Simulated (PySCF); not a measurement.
PySCF job for RbF, SMILES [Rb][F], TDDFT-PBE0/def2-TZVPD. Coordinates come from a PBE-D3(BJ)/def2-TZVPD optimisation. The def2 effective core potentials stand for the cores of Rb; spin–orbit coupling is left out.

```python
import numpy as np
from pyscf import gto, scf, dft, tdscf

mol = gto.M(
    atom='''
    Rb    0.00000000    0.00000000   -0.46346497
    F     0.00000000    0.00000000    1.90535601
    ''',
    basis='def2-TZVPD',
    ecp={'Rb': 'def2-tzvp'},
    charge=0,
    spin=0,
    symmetry=True,
    symmetry_subgroup='C2v',
    max_memory=1600,
    verbose=4,
)
mf = dft.RKS(mol, xc='pbe0').density_fit(auxbasis='def2-universal-jkfit')
mf.grids.level = 3
mf.conv_tol = 1e-9
mf.max_cycle = 100
mf.kernel()
mf.grids = dft.Grids(mol).set(level=1).build(with_non0tab=True)  # coarser grid for the response kernel
td = tdscf.TDDFT(mf)
td.singlet = True
td.nstates = 10
td.conv_tol = 1e-4
td.kernel(x0=td.get_init_guess(mf, 15))
td.analyze()
tt = tdscf.TDA(mf)
tt.singlet = False
tt.nstates = 4
tt.conv_tol = 1e-4
tt.kernel(x0=tt.get_init_guess(mf, 9))
tt.analyze(verbose=3)
```

Program output:

```
PySCF version 2.14.0

[INPUT] verbose = 4
[INPUT] num. atoms = 2
[INPUT] num. electrons = 18
[INPUT] charge = 0
[INPUT] spin (= nelec alpha-beta = 2S) = 0
[INPUT] symmetry True subgroup C2v
[INPUT] Mole.unit = angstrom
[INPUT] Symbol           X                Y                Z      unit          X                Y                Z       unit  Magmom
[INPUT]  1 Rb     0.000000000000   0.000000000000  -0.463464970000 AA    0.000000000000   0.000000000000  -0.875821861630 Bohr   0.0
[INPUT]  2 F      0.000000000000   0.000000000000   1.905356010000 AA    0.000000000000   0.000000000000   3.600601028694 Bohr   0.0

nuclear repulsion = 18.0948051568338
point group symmetry = Coov, use subgroup C2v
symmetry origin: [0.00000000e+00 0.00000000e+00 8.21620059e-09]
symmetry axis x: [1. 0. 0.]
symmetry axis y: [0. 1. 0.]
symmetry axis z: [0. 0. 1.]
num. orbitals of irrep A1 = 34
num. orbitals of irrep A2 = 7
num. orbitals of irrep B1 = 16
num. orbitals of irrep B2 = 16
number of shells = 27
number of NR pGTOs = 98
number of NR cGTOs = 73
basis = def2-TZVPD
ecp = {'Rb': 'def2-tzvp'}


[settings echo left out]
init E= -121.005199650547
HOMO (B2) = -0.614555946832817  LUMO (A1) = -0.178622466780006  gap/eV = 11.86235
cycle= 1 E= -123.779989888656  delta_E= -2.77  |g|= 0.872  |ddm|= 2.32
HOMO (B2) = 0.00649056473954801  LUMO (B1) = 0.0164581872493873  gap/eV = 0.27123
cycle= 2 E= -112.954331375772  delta_E= 10.8  |g|=  3.8  |ddm|= 3.37
HOMO (A1) = -0.364393259355836  LUMO (A1) = -0.0446633597216946  gap/eV = 8.70029
cycle= 3 E= -123.906928046454  delta_E=  -11  |g|= 0.282  |ddm|= 3.28
HOMO (B2) = -0.2143110448767  LUMO (A1) = -0.0456081342253327  gap/eV = 4.59064
cycle= 4 E= -123.929514752629  delta_E= -0.0226  |g|= 0.0936  |ddm|= 0.35
HOMO (B2) = -0.21867895492813  LUMO (A1) = -0.0396662505376359  gap/eV = 4.87118
cycle= 5 E= -123.931068808557  delta_E= -0.00155  |g|= 0.0202  |ddm|= 0.107
HOMO (B2) = -0.224787145960497  LUMO (A1) = -0.0401184244563796  gap/eV = 5.02509
cycle= 6 E= -123.931146343016  delta_E= -7.75e-05  |g|= 0.00652  |ddm|= 0.0171
HOMO (B2) = -0.226181851549151  LUMO (A1) = -0.0402627758567387  gap/eV = 5.05912
cycle= 7 E= -123.931153150499  delta_E= -6.81e-06  |g|= 0.000369  |ddm|= 0.00317
HOMO (B2) = -0.226263539443032  LUMO (A1) = -0.0402494693660719  gap/eV = 5.06170
cycle= 8 E= -123.931153190437  delta_E= -3.99e-08  |g|= 1.97e-05  |ddm|= 0.000441
HOMO (B2) = -0.226260934473023  LUMO (A1) = -0.04024649602723  gap/eV = 5.06171
cycle= 9 E= -123.931153190559  delta_E= -1.23e-10  |g|= 4.19e-06  |ddm|= 3.09e-05
HOMO (B2) = -0.226259662779329  LUMO (A1) = -0.0402457955255322  gap/eV = 5.06170
Extra cycle  E= -123.931153190565  delta_E= -5.91e-12  |g|= 1.21e-06  |ddm|= 7.06e-06
converged SCF energy = -123.931153190565
tot grids = 13392


******** <class 'pyscf.tdscf.rks.TDDFT'> for <class 'pyscf.df.df_jk.DFSymAdaptedRKS'> ********
nstates = 10 singlet
deg_eia_thresh = 1.000e-03
wfnsym = None
conv_tol = 0.0001
eigh lindep = 1e-12
eigh level_shift = 0
eigh max_cycle = 100


Excitation energies (eV)
[4.13507261 4.13507261 4.19338175 5.52323174 5.52323174 5.53946233
 5.53947628 5.55085729 5.55346065 5.68576749]

** Singlet excitation energies and oscillator strengths **
Excited State   1:   B2      4.13507 eV    299.84 nm  f=0.0040
       9 -> 10       -0.69939
Excited State   2:   B1      4.13507 eV    299.84 nm  f=0.0040
       8 -> 10       -0.69939
Excited State   3:   A1      4.19338 eV    295.67 nm  f=0.0436
       7 -> 10       -0.69922
Excited State   4:   B2      5.52323 eV    224.48 nm  f=0.0037
       7 -> 12        0.69675
Excited State   5:   B1      5.52323 eV    224.48 nm  f=0.0037
       7 -> 11        0.69675
Excited State   6:   A2      5.53946 eV    223.82 nm  f=0.0000
       8 -> 12        0.49159
       9 -> 11        0.49159
Excited State   7:   A1      5.53948 eV    223.82 nm  f=0.0000
       8 -> 11       -0.49160
       9 -> 12        0.49160
Excited State   8:   A1      5.55086 eV    223.36 nm  f=0.0002
       8 -> 11        0.48928
       9 -> 12        0.48928
Excited State   9:   A2      5.55346 eV    223.26 nm  f=0.0000
       8 -> 12       -0.49234
       9 -> 11        0.49234
Excited State  10:   A1      5.68577 eV    218.06 nm  f=0.0019
       7 -> 13        0.67675
       7 -> 19       -0.12709

** Transition electric dipole moments (AU) **
state          X           Y           Z        Dip. S.      Osc.
  1         0.0000     -0.1993      0.0000      0.0397      0.0040
  2        -0.1993      0.0000      0.0000      0.0397      0.0040
  3        -0.0000     -0.0000     -0.6518      0.4248      0.0436
  4         0.0000     -0.1658      0.0000      0.0275      0.0037
  5        -0.1658      0.0000      0.0000      0.0275      0.0037
  6        -0.0000     -0.0000     -0.0000      0.0000      0.0000
  7        -0.0000     -0.0000     -0.0000      0.0000      0.0000
  8        -0.0000     -0.0000      0.0404      0.0016      0.0002
  9        -0.0000     -0.0000     -0.0000      0.0000      0.0000
 10         0.0000      0.0000     -0.1181      0.0139      0.0019

WARN: ECP detected. Skipping calculation of transition velocity and magnetic dipole moments, which have not yet been implemented.



******** <class 'pyscf.tdscf.rks.TDA'> for <class 'pyscf.df.df_jk.DFSymAdaptedRKS'> ********
nstates = 4 triplet
deg_eia_thresh = 1.000e-03
wfnsym = None
conv_tol = 0.0001
eigh lindep = 1e-12
eigh level_shift = 0
eigh max_cycle = 100


Excitation energies (eV)
[4.03234645 4.09551784 4.09551784 5.50241193]

** Triplet excitation energies and oscillator strengths **
Excited State   1:   A1      4.03235 eV    307.47 nm  f=0.0000
Excited State   2:   B2      4.09552 eV    302.73 nm  f=0.0000
Excited State   3:   B1      4.09552 eV    302.73 nm  f=0.0000
Excited State   4:   A1      5.50241 eV    225.33 nm  f=0.0000
```

Self-consistency was reached.

Cost: roughly 14 core-seconds.
